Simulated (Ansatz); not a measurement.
The cluster Tl3Cl3⁺, 6 atoms. Hardware: 4 threads of Arm Neoverse V2 on a shared host.

In the def2 sets Tl takes a core potential; there is no spin–orbit coupling. Correlated methods freeze 27 core orbitals; core or outer-core shells of Tl are correlated, in sets that lack core-valence functions.

Question: How many basis functions does each of these Ansatz runs have, and roughly what does it cost? r2SCANh-D4/def2-TZVP, charge 1 doublet, energy, from earlier orbitals; PBE-D4/def2-SVP, charge 1 doublet, relaxation, 9 steps; PBE-D4/def2-TZVP, charge 1 doublet, energy and forces, from earlier orbitals; PBE0-D4/def2-TZVP, charge 1 doublet, energy, from earlier orbitals; PBE0-D4/def2-SVP, charge 1 doublet, energy, from earlier orbitals; PBE-D4/def2-SVP, charge 1 doublet, energy with a search over starts; CCSD(T)/def2-SVP, charge 1 doublet, energy, from earlier orbitals; MP2/def2-TZVP, charge 1 doublet, energy, from earlier orbitals; LC-ωPBE/def2-TZVP, charge 1 doublet, energy, from earlier orbitals; PBE-D4/def2-SVP, charge 1 doublet, energy, from earlier orbitals; r2SCAN-D4/def2-TZVP, charge 1 doublet, energy, from earlier orbitals.

Answer: Other jobs shared the machine, so times can vary by a factor of up to 3. A dash marks memory too small to be measured apart from the calling script's.

| run | functions | fitting or Cholesky vectors | wall time | peak host memory (GiB) |
| --- | --- | --- | --- | --- |
| PBE-D4/def2-SVP, charge 1 doublet, energy, from earlier orbitals | 132 | 1461 | 3 s | – |
| PBE0-D4/def2-SVP, charge 1 doublet, energy, from earlier orbitals | 132 | 1537 | 6 s | 0.71 |
| PBE-D4/def2-SVP, charge 1 doublet, energy with a search over starts | 132 | 1461 | 6.5 s | – |
| PBE-D4/def2-TZVP, charge 1 doublet, energy and forces, from earlier orbitals | 261 | 1935 | 9.5 s | 0.55 |
| LC-ωPBE/def2-TZVP, charge 1 doublet, energy, from earlier orbitals | 261 | 1935 | 14 s | 1 |
| PBE-D4/def2-SVP, charge 1 doublet, relaxation, 9 steps | 132 | 1461 | 20 s | – |
| r2SCAN-D4/def2-TZVP, charge 1 doublet, energy, from earlier orbitals | 261 | 1935 | 20 s | 0.66 |
| MP2/def2-TZVP, charge 1 doublet, energy, from earlier orbitals | 261 | 2076 | 22 s | 1.3 |
| PBE0-D4/def2-TZVP, charge 1 doublet, energy, from earlier orbitals | 261 | 2181 | 24 s | 1.4 |
| r2SCANh-D4/def2-TZVP, charge 1 doublet, energy, from earlier orbitals | 261 | 1935 | 34 s | 1.5 |
| CCSD(T)/def2-SVP, charge 1 doublet, energy, from earlier orbitals | 132 | 1537 | 1.9 min | 2.3 |
